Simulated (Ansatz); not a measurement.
FHSi (SMILES F[SiH]) moved off its minimum; all values from Ansatz (a program for electronic structure), cores frozen in correlated methods.
(charge 0, multiplicity 1)
```xyz
3

Si    -0.18264    -0.33673     0.44060
H     -1.10561    -1.25690    -0.56767
F      0.47961     0.68158    -0.61274
```

| level | largest force (eV/Å) | on atom | rms difference from CCSD(T)/aug-cc-pV(T+d)Z (eV/Å) | dipole (D) |
|---|---|---|---|---|
| HF/def2-TZVPP | 1.56 | H2 | 0.450 | 0.96 |
| PBE/def2-TZVPP | 1.19 | Si1 | 0.291 | 0.71 |
| r2SCAN/def2-TZVPP | 1.15 | H2 | 0.084 | 0.70 |
| B3LYP/def2-TZVPP | 1.18 | H2 | 0.076 | 0.87 |
| wB97M-V/def2-TZVPP | 1.28 | H2 | 0.030 | 0.90 |
| MP2/aug-cc-pV(T+d)Z | 1.42 | H2 | 0.069 | 0.80 |
| CCSD(T)/aug-cc-pV(T+d)Z | 1.29 | H2 | 0.000 | 0.84 |

The differences count from one level among others, with limits of its own. Forces at CCSD(T)/aug-cc-pV(T+d)Z (eV/Å):

| atom | Fx | Fy | Fz |
|---|---|---|---|
| Si1 | -0.711 | -0.784 | -0.401 |
| H2 | 0.779 | 0.823 | 0.618 |
| F3 | -0.068 | -0.039 | -0.216 |

Doubts at one or more of the structures used: a restricted determinant that unrestricted orbitals would lower (MP2/aug-cc-pV(T+d)Z, CCSD(T)/aug-cc-pV(T+d)Z).
